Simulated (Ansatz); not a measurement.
Frontier orbitals of C11H14OZr, SMILES `C[O][ZrH]12345678([C@H]9[C@@H]1[C@@H]2[C@@H]3[C@H]94)[C@H]1[C@@H]5[C@@H]6[C@@H]7[C@H]18`.

Cartesian coordinates in Å:
```
C -0.383 -0.514 -3.165
O -0.616 -0.443 -1.806
Zr -0.305 0.124 0.024
C 2.050 0.717 0.655
C 1.230 1.694 1.261
C 0.634 2.463 0.240
C 1.092 1.964 -0.999
C 1.968 0.890 -0.743
C -0.528 -0.822 2.377
C -1.838 -0.689 1.885
C -1.992 -1.594 0.807
C -0.780 -2.283 0.637
C 0.140 -1.791 1.590
H -0.154 -1.543 -3.472
H 0.460 0.124 -3.469
H -1.268 -0.188 -3.724
H -1.683 1.333 0.224
H 2.654 -0.015 1.169
H 1.084 1.832 2.322
H -0.043 3.289 0.379
H 0.794 2.321 -1.973
H 2.471 0.289 -1.487
H -0.100 -0.273 3.202
H -2.598 -0.024 2.264
H -2.876 -1.706 0.197
H -0.570 -3.020 -0.124
H 1.154 -2.135 1.729
```

The species carries charge 0 and has multiplicity 1. Correlated methods include outer-core shells of Zr, which these sets cover unevenly. Zr takes the def2 core potential. All single points use the PBE0-D4/def2-TZVP geometry. It is one conformer, not always the lowest. Basis def2-TZVPP, Ansatz 0.2.0.

```json
{"functional": "revPBE", "HOMO (eV)": "-5.36", "LUMO (eV)": "-1.50"}
```

Question: Give HOMO and LUMO (eV) with LDA (SPW92), PBE, BLYP, r2SCAN, B97M-V, PBE0, B3LYP, r2SCANh, r2SCAN0, HSE06 (plane-wave form), BHLYP, CAM-B3LYP, LC-ωPBE, ωB97X-V, ωB97M-V, HF. (Best estimate.)

Answer: The calculation gave: 
```
             functional   HOMO   LUMO
            LDA (SPW92)  -5.62  -1.87
                    PBE  -5.43  -1.60
                   BLYP  -5.27  -1.45
                 r2SCAN  -5.62  -1.43
                 B97M-V  -5.69  -1.42
                   PBE0  -6.49  -0.71
                  B3LYP  -6.28  -0.90
                r2SCANh  -6.02  -1.10
                r2SCAN0  -6.63  -0.61
HSE06 (plane-wave form)  -6.10  -1.08
                  BHLYP  -7.36   0.33
              CAM-B3LYP  -7.70   0.39
                LC-ωPBE  -8.96   1.45
                ωB97X-V  -8.64   1.38
                ωB97M-V  -8.56   1.10
                     HF  -8.58   2.01
```

B3LYP here is the variant with VWN-RPA as its local correlation; programs differ in this. LC-ωPBE has ω = 0.4 bohr⁻¹. Positive LUMOs are unbound and depend on the basis.
